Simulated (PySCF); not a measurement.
Radial density of Nd²⁺ (neodymium, charge +2)

TPSS, [Xe] 4f4, one real determinant. All numbers are calculated (PySCF 2.14, scalar relativity by spin-free X2C-1e, in cc-pwCVTZ-X2C (12s11p9d7f4g1h, 186 functions)).

| r (bohr) | 4πr²ρ (e/bohr) | 4πr²(ρα − ρβ) |
| --- | --- | --- |
| 0.0273 | 70.35 | -0.0003 |
| 0.0459 | 81.81 | -0.0012 |
| 0.0772 | 104.0 | -0.0049 |
| 0.130 | 76.97 | 0.0174 |
| 0.218 | 89.88 | 0.3971 |
| 0.367 | 37.23 | 1.9810 |
| 0.618 | 39.89 | 3.7455 |
| 1.04 | 13.69 | 2.7432 |
| 1.75 | 6.421 | 0.8319 |
| 2.94 | 0.6925 | 0.0816 |
| 4.95 | 0.007371 | 0.0033 |

Densities and radii are taken from the X2C orbitals without a picture-change correction, which distorts them close to the nucleus.

⟨L²⟩ = 34.01 against 42 for a pure I term, so this real determinant mixes terms. Spin-orbit coupling, absent here, splits the open shell strongly.

(1) Where is the radial spin density 4πr²(ρα − ρβ) most negative, and why is it negative at all?

## Answers

(1) Around r = 0.0772 bohr, down to -0.0049 e/bohr: exchange with the open shell polarises the paired shells in an unrestricted calculation.
